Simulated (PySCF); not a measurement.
CH₄ClGeNSi, SMILES Cl[Si@H]1N=[CH][GeH2]1.

Geometry optimised at B3LYP-D3(BJ)/def2-SVP. The structure was generated by enumeration; whether it is a known compound was not checked.

Two levels are set side by side: TDDFT-PBE/def2-SVPD (PySCF) and TDDFT-LC-ωPBE/def2-SVPD (PySCF). Vertical, same geometry. The lowest singlet is HOMO→LUMO 99 % with PBE and HOMO→LUMO 92 % with the other functional; states are paired by order. Differences are taken from unrounded values.

```
quantity                               TDDFT-PBE
-------------------------------------  ---------
lowest singlet excitation (eV)              3.53
lowest triplet excitation (TDA) (eV)        2.91
first bright state (f over 0.05) (eV)       5.85
its oscillator strength                     0.07
```

**Question.** These are the TDDFT-PBE values. What does TDDFT-LC-ωPBE give? (The exact figures need the calculation; the answer reports its results.)

**Answer.** 
```tsv
quantity	TDDFT-LC-ωPBE	TDDFT-PBE minus TDDFT-LC-ωPBE
lowest singlet excitation (eV)	3.79	-0.26
lowest triplet excitation (TDA) (eV)	3.08	-0.17
first bright state (f over 0.05) (eV)	6.71	-0.86
its oscillator strength	0.05	0.02
```

A lower first singlet is the usual sign of a functional without exact exchange. Differences between two approximate levels are no errors against the true value.

Rough cost on one machine, each run with all the roots and properties that it gave: TDDFT-LC-ωPBE against TDDFT-PBE about 5 times.
